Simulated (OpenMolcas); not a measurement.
Dy2+ in NaF: curves along the breathing mode

Dy2+ with its 6 nearest fluoride ions, on the Na site of NaF (a = 4.634 Å, distance in the model lattice 2.317 Å). The rest of the host is ab initio model potentials to 7.6 Å, with orthogonalisation functions on the cations behind the ligands, and point charges beyond; the distance is set by hand and nothing relaxes, and no local charge compensation is placed. Ligand basis ANO-RCC-VDZP.

```json
{"Program": "OpenMolcas 26.06", "Method": "CASSCF", "Basis": "ANO-RCC-VDZP [7s6p4d2f1g]", "Scalar Hamiltonian": "DKH2, point nucleus", "Active space": "10 electrons in 7 orbitals (4f)", "State averaging": "2S+1 = 5 even, 35 roots (33 in the spin-orbit step); 2S+1 = 3 even, 106 roots kept (CI in the orbitals of an earlier block); 2S+1 = 1 even, 31 roots kept (CI in the orbitals of an earlier block)", "Spin-orbit coupling": "RASSI with atomic mean-field integrals over the reference wave functions"}
```

Spin-free energies (labels of O, the rotations of Oh) in cm-1 above the lowest fitted minimum, as all ligands move together:

| R (Å) | 5A2 | 5T2 | 5E | 5T1 | 5A1 | 5T2(2) | 5T1(2) |
| --- | --- | --- | --- | --- | --- | --- | --- |
| 2.202 | 2300 | 2450 | 2560 | 2870 | 2910 | 2940 | 18850 |
| 2.254 | 260 | 400 | 490 | 770 | 800 | 820 | 16800 |
| 2.306 | 160 | 270 | 360 | 600 | 630 | 650 | 16680 |
| 2.358 | 1710 | 1810 | 1890 | 2100 | 2130 | 2150 | 18220 |
| 2.41 | 4720 | 4810 | 4880 | 5070 | 5100 | 5110 | 21220 |
| 2.462 | 9060 | 9140 | 9200 | 9370 | 9400 | 9410 | 25550 |
| 2.514 | 14670 | 14740 | 14790 | 14940 | 14960 | 14970 | 31140 |

Cubic fits give the following; the wavenumber is harmonic, with the mass of all moving ligands, small differences in it between states hang on the degree of the fit, a number in brackets counts states of one label, and the table is a selection of at most 14 states with clean curves.

| State | R0 (Å) | Breathing mode (cm-1) | Minimum (cm-1) |
| --- | --- | --- | --- |
| 5A2 | 2.284 | 437 | 0 |
| 5T2 | 2.285 | 437 | 120 |
| 5E | 2.285 | 437 | 210 |
| 5T1 | 2.286 | 437 | 470 |
| 5A1 | 2.286 | 437 | 500 |
| 5T2(2) | 2.286 | 437 | 520 |
| 5T1(2) | 2.285 | 437 | 16520 |
| 5A1(2) | 2.285 | 437 | 16670 |
| 5T2(3) | 2.285 | 437 | 16740 |
| 5A2(2) | 2.286 | 437 | 16880 |
| 3T1 | 2.285 | 437 | 19650 |
| 3T2 | 2.285 | 437 | 19650 |
| 3A2 | 2.285 | 437 | 19740 |
| 3T2(2) | 2.285 | 437 | 19740 |

For an f ion spin-orbit coupling outweighs the ligand field, so these spin-free curves are not those of observable levels.

High states are left out of the spin-orbit mixing, which shifts the levels that they would mix with. Without dynamic correlation the ligand-field splitting of an f shell can come out too small, at times by half. No measured value stands beside these numbers.
